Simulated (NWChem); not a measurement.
Species: C2H6AlI; SMILES [Al]([CH3])([I])[CH3]

Results from NWChem. Geometry: optimised at PBE0/def2-SVP. Not confirmed as a minimum by frequencies. def2 effective core potentials on I; no spin-orbit coupling. Total energies compare along this basis series because the functional is fixed.

```
level            basis functions  energy (Ha)  highest occupied level (eV)  orbital gap (eV)  dipole (D)  relative time
---------------  ---------------  -----------  ---------------------------  ----------------  ----------  -------------
PBE0/def2-SVP                102    -619.6944                        -7.24              6.26        2.31              1
PBE0/def2-SVPD               147    -619.7011                        -7.31              6.28        2.20              3
PBE0/def2-TZVP               185    -619.8753                        -7.31              6.33        2.16              2
PBE0/def2-TZVPP              238    -619.8776                        -7.31              6.33        2.18              6
```

The last column is a rough cost ratio, cheapest run = 1.
